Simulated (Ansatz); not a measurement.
A made-up structure of AlGeH₃O, closed shell:

```xyz
6
angstrom
O 0.9778 -0.4266 0.5123
Al -0.2037 -1.3471 -0.2963
Ge -0.1930 0.9590 0.0146
H -1.2508 1.3910 -0.9725
H 0.5580 1.9802 -0.8665
H -0.6874 1.6979 1.2766
```

It is relaxed with PBE-D4/def2-SVP and then PBE0-D4/def2-TZVP (Ansatz 0.2.0). Atoms count as bonded within 1.22 times the sum of their covalent radii (H–H: 0.88 Å). The end point is not checked to be a true minimum.

Q: Does its bonding change? (A judgement: the text doesn't fix the answer.)

A: The calculation gives: Yes. Formed: none; broken: Al2–Ge3.

Where it ends: The first stage lowers the energy by 2.28 eV in 10 steps. It ends as AlGeH₃O ([Al][O][GeH3]):
```
atom    x (Å)    y (Å)    z (Å)
  O1   0.0946  -0.4041  -0.0367
 Al2   0.4316  -2.0576  -0.0095
 Ge3  -0.2586   1.3242  -0.0654
  H4  -1.5068   1.5469  -0.9360
  H5   0.9554   2.0559  -0.6622
  H6  -0.5153   1.7891   1.3781
```

Labels in which every atom is bracketed show which atoms are joined, not bond orders.

For scale, one of the runs: PBE0-D4/def2-TZVP relaxation, 134 basis functions, launched by `ansatz run in.yaml --threads 2 --pin off --events-out ev --progress --plain --max-ram 4352MiB`. Hardware: 2 CPU threads of an Arm Neoverse V2, shared host. Wall time about 14 s.
